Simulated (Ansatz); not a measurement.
A nudged elastic band was laid between two geometries of BClH2O + H3P (9 atoms, charge 0, multiplicity 1).

All numbers below come from RKS B3LYP/def2-SVP (Ansatz 0.2.0).

```yaml
movable_images: 5
climbing_image: yes
spring: 5.0 eV/Å²
optimiser: quadratic models (default)
start_path: through a guess of the saddle point
force_threshold: 0.05 eV/Å
iteration_limit: 60
end_points: relaxed
```

Initial state:

```xyz
9
Properties=species:S:1:pos:R:3
B 0.166 -1.305 -0.382
Cl -0.134 -0.846 1.314
H 1.289 -1.314 -0.802
O -0.844 -1.644 -1.195
H -1.718 -1.613 -0.781
P -0.417 3.823 1.449
H -1.841 3.803 1.583
H -0.208 3.856 2.864
H -0.325 2.398 1.391
```

Final state:

```xyz
9
Properties=species:S:1:pos:R:3
B -0.174 0.580 -0.326
Cl -0.395 -0.401 3.128
H 0.940 0.110 -0.384
O -1.261 -0.126 -0.701
H -1.060 -1.027 -0.987
P -0.390 2.447 0.125
H -1.611 2.383 0.861
H 0.488 2.487 1.248
H -0.568 0.705 2.478
```

Question: Which bonds break or form, and what moves?

Answer: Bonds broken: B1–Cl2, P6–H9. Bonds formed: B1–P6, Cl2–H9. BClH2O + H3P becomes BH4OP + ClH.

Question: What energy profile does the band end with?

Answer: It converged. The highest image is number 3 of 0 to 6, 2.03 eV above the first end and 1.09 eV above the last; the last end lies 0.95 eV above the first. The profile has 2 maxima (images 3, 5) with wells between them (image 4): this band takes more than one step, which may be the mechanism or a detour left from its start path. Neighbouring images differ by up to 1.9 eV, so the band resolves the path poorly. A vibrational analysis at the climbing image gives one clearly imaginary mode, 817i cm⁻¹: a first-order saddle point. The orbitals stay closed-shell, which can raise the energy where a bond breaks towards radicals; this wasn't checked here.

```json
{"image": "0", "path coordinate (Å)": "0.00", "energy (eV)": "0.00", "B1–Cl2 (Å)": "1.78", "P6–H9 (Å)": "1.43", "B1–P6 (Å)": "5.48"}
{"image": "1", "path coordinate (Å)": "1.75", "energy (eV)": "0.01", "B1–Cl2 (Å)": "1.78", "P6–H9 (Å)": "1.43", "B1–P6 (Å)": "4.46"}
{"image": "2", "path coordinate (Å)": "3.50", "energy (eV)": "0.13", "B1–Cl2 (Å)": "1.79", "P6–H9 (Å)": "1.43", "B1–P6 (Å)": "3.35"}
{"image": "3", "path coordinate (Å)": "5.24", "energy (eV)": "2.03", "B1–Cl2 (Å)": "2.24", "P6–H9 (Å)": "1.77", "B1–P6 (Å)": "2.12"}
{"image": "4", "path coordinate (Å)": "6.26", "energy (eV)": "1.11", "B1–Cl2 (Å)": "3.10", "P6–H9 (Å)": "2.51", "B1–P6 (Å)": "1.95"}
{"image": "5", "path coordinate (Å)": "7.28", "energy (eV)": "1.27", "B1–Cl2 (Å)": "3.07", "P6–H9 (Å)": "2.62", "B1–P6 (Å)": "1.94"}
{"image": "6", "path coordinate (Å)": "8.30", "energy (eV)": "0.95", "B1–Cl2 (Å)": "3.60", "P6–H9 (Å)": "2.93", "B1–P6 (Å)": "1.93"}
```

Question: What is the geometry of the highest image?

Answer: 
```xyz
9
Properties=species:S:1:pos:R:3
B -0.016 0.242 0.091
Cl -0.158 -0.610 2.153
H 1.161 0.243 -0.128
O -0.880 -0.417 -0.723
H -1.812 -0.408 -0.478
P -0.503 2.275 0.430
H -1.733 2.319 1.157
H 0.319 2.696 1.513
H -0.410 0.817 1.428
```

Time of the run: 3.8 min on 2 threads of Intel(R) Xeon(R) Platinum 8488C (Sapphire Rapids) (shared host), peak memory 0.2 GiB.
